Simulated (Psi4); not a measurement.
isobutane (C4H10), singlet, at a GFN2-xTB geometry; Psi4 1.11 with HF/3-21G.

Input for Psi4:
```
memory 2 GB

molecule {
0 1
C    -0.00195152   -0.00061004    0.38481069
H    -0.00751045   -0.00234774    1.48094753
C    -0.00123091    1.44790471   -0.09715431
H     0.00424357    1.48409224   -1.18472901
H    -0.88573890    1.97154531    0.25886234
H     0.87836999    1.97364557    0.26781215
C     1.25514309   -0.72222321   -0.09422305
H     1.29052529   -0.73769513   -1.18172798
H     2.14862954   -0.22046678    0.27077580
H     1.26840623   -1.74929777    0.26388821
C    -1.25239927   -0.72520857   -0.10694449
H    -1.27670860   -0.74075155   -1.19475225
H    -1.26684969   -1.75231611    0.25102616
H    -2.15073527   -0.22558539    0.24896396
}

set {
  basis 3-21g
  reference uhf
  stability_analysis follow
  scf_type pk
}

energy('scf')
print_variables()
```

**Question.** What does Psi4 print? Leave out banner, timings and long lists.

**Answer.** 
```
   => Loading Basis Set <=

    Name: 3-21G
    Role: ORBITAL
    Keyword: BASIS

         ---------------------------------------------------------
                                   SCF
               by Justin Turney, Rob Parrish, Andy Simmonett
                          and Daniel G. A. Smith
                              UHF Reference
         ---------------------------------------------------------

  ==> Geometry <==

    Molecular point group: c1
    Full point group: C1

    Geometry (in Angstrom), charge = 0, multiplicity = 1:

       Center              X                  Y                   Z               Mass
    ------------   -----------------  -----------------  -----------------  -----------------
         C           -0.001906563123    -0.000595985983     0.375945541360    12.000000000000
         H           -0.007465493123    -0.002333685983     1.472082381360     1.007825032230
         C           -0.001185953123     1.447918764017    -0.106019458640    12.000000000000
         H            0.004288526877     1.484106294017    -1.193594158640     1.007825032230
         H           -0.885693943123     1.971559364017     0.249997191360     1.007825032230
         H            0.878414946877     1.973659624017     0.258947001360     1.007825032230
         C            1.255188046877    -0.722209155983    -0.103088198640    12.000000000000
         H            1.290570246877    -0.737681075983    -1.190593128640     1.007825032230
         H            2.148674496877    -0.220452725983     0.261910651360     1.007825032230
         H            1.268451186877    -1.749283715983     0.255023061360     1.007825032230
         C           -1.252354313123    -0.725194515983    -0.115809638640    12.000000000000
         H           -1.276663643123    -0.740737495983    -1.203617398640     1.007825032230
         H           -1.266804733123    -1.752302055983     0.242161011360     1.007825032230
         H           -2.150690313123    -0.225571335983     0.240098811360     1.007825032230

  Running in c1 symmetry.

  Rotational constants: A =      0.26266  B =      0.26266  C =      0.15278 [cm^-1]
  Rotational constants: A =   7874.41224  B =   7874.41220  C =   4580.11825 [MHz]
  Nuclear repulsion =  135.217549429430932

  Charge       = 0
  Multiplicity = 1
  Electrons    = 34
  Nalpha       = 17
  Nbeta        = 17

  ==> Algorithm <==

  SCF Algorithm Type is PK.
  DIIS enabled.
  MOM disabled.
  Fractional occupation disabled.
  Guess Type is SAD.
  Energy threshold   = 1.00e-06
  Density threshold  = 1.00e-06
  Integral threshold = 1.00e-12

  ==> Primary Basis <==

  Basis Set: 3-21G
    Blend: 3-21G
    Number of shells: 40
    Number of basis functions: 56
    Number of Cartesian functions: 56
    Spherical Harmonics?: false
    Max angular momentum: 1

  ==> Integral Setup <==

  Using in-core PK algorithm.
   Calculation information:
      Number of atoms:                  14
      Number of AO shells:              40
      Number of primitives:             66
      Number of atomic orbitals:        56
      Number of basis functions:        56

      Integral cutoff                 1.00e-12
      Number of threads:                 1

  Performing in-core PK
  Using 2548812 doubles for integral storage.
  We computed 319556 shell quartets total.
  Whereas there are 336610 unique shell quartets.

  ==> DiskJK: Disk-Based J/K Matrices <==

    J tasked:                  Yes
    K tasked:                  Yes
    wK tasked:                  No
    Schwarz Cutoff:          1E-12

  Minimum eigenvalue in the overlap matrix is 1.1856156057E-02.
  Reciprocal condition number of the overlap matrix is 2.4457481661E-03.
    Using symmetric orthogonalization.

  ==> Pre-Iterations <==

  SCF Guess: Superposition of Atomic Densities via on-the-fly atomic UHF (no occupation information).

   -------------------------
    Irrep   Nso     Nmo
   -------------------------
     A         56      56
   -------------------------
    Total      56      56
   -------------------------

  ==> Iterations <==

                        Total Energy        Delta E     RMS |[F,P]|

   @UHF iter SAD:  -155.62890272993911   -1.55629e+02   0.00000e+00
   @UHF iter   1:  -156.35249583446716   -7.23593e-01   6.35274e-03 ADIIS/DIIS
   @UHF iter   2:  -156.42429599491160   -7.18002e-02   2.44118e-03 ADIIS/DIIS
   @UHF iter   3:  -156.43350675653303   -9.21076e-03   4.13639e-04 ADIIS/DIIS
   @UHF iter   4:  -156.43401520883339   -5.08452e-04   6.55396e-05 DIIS
   @UHF iter   5:  -156.43402417841764   -8.96958e-06   1.90300e-05 DIIS
   @UHF iter   6:  -156.43402493346110   -7.55043e-07   1.66057e-06 DIIS
   @UHF iter   7:  -156.43402494355172   -1.00906e-08   3.80280e-07 DIIS
  Energy and wave function converged.

    Wavefunction stable under totally symmetric rotations.
    Lowest totally symmetric eigenvalue: 0.302482
    Lowest UHF->UHF stability eigenvalues:
       A 0.302482

    Stability analysis over.

  ==> Post-Iterations <==

   @Spin Contamination Metric:   3.197442311E-14
   @S^2 Expected:                0.000000000E+00
   @S^2 Observed:                3.197442311E-14
   @S   Expected:                0.000000000E+00
   @S   Observed:                0.000000000E+00

    Orbital Energies [Eh]
    ---------------------

    Alpha Occupied:

[...]
    Alpha Virtual:

[...]
    Beta Occupied:

[...]
    Beta Virtual:

[...]
    Final Occupation by Irrep:
              A
    DOCC [    17 ]
    SOCC [     0 ]
    NA   [    17 ]
    NB   [    17 ]

  @UHF Final Energy:  -156.43402494355172

   => Energetics <=

    Nuclear Repulsion Energy =            135.2175494294309317
    One-Electron Energy =                -477.1358127265833673
    Two-Electron Energy =                 185.4842383536006878
    Total Energy =                       -156.4340249435517194

  UHF NO Occupations:
  HONO-2 :   15  A 2.0000000
  HONO-1 :   16  A 2.0000000
  HONO-0 :   17  A 2.0000000
  LUNO+0 :   18  A 0.0000000
  LUNO+1 :   19  A 0.0000000
  LUNO+2 :   20  A 0.0000000
  LUNO+3 :   21  A 0.0000000

Computation Completed

Properties will be evaluated at   0.000000,   0.000000,   0.000000 [a0]

Properties computed using the SCF density matrix

 Multipole Moments:

 ------------------------------------------------------------------------------------
     Multipole            Electronic (a.u.)      Nuclear  (a.u.)        Total (a.u.)
 ------------------------------------------------------------------------------------

 L = 1.  Multiply by 2.5417464519 to convert [e a0] to [Debye]
 Dipole X            :         -0.0030202            0.0028886           -0.0001316
 Dipole Y            :         -0.0009441            0.0009030           -0.0000411
 Dipole Z            :          0.5955478           -0.5695920            0.0259558
 Magnitude           :                                                    0.0259562

 ------------------------------------------------------------------------------------

  Variable Map:
  ----------------------------------------------------------------------------
[...]
  Array Variable Map:
  ----------------------------------------------------------------------------
[...]
[...]
```
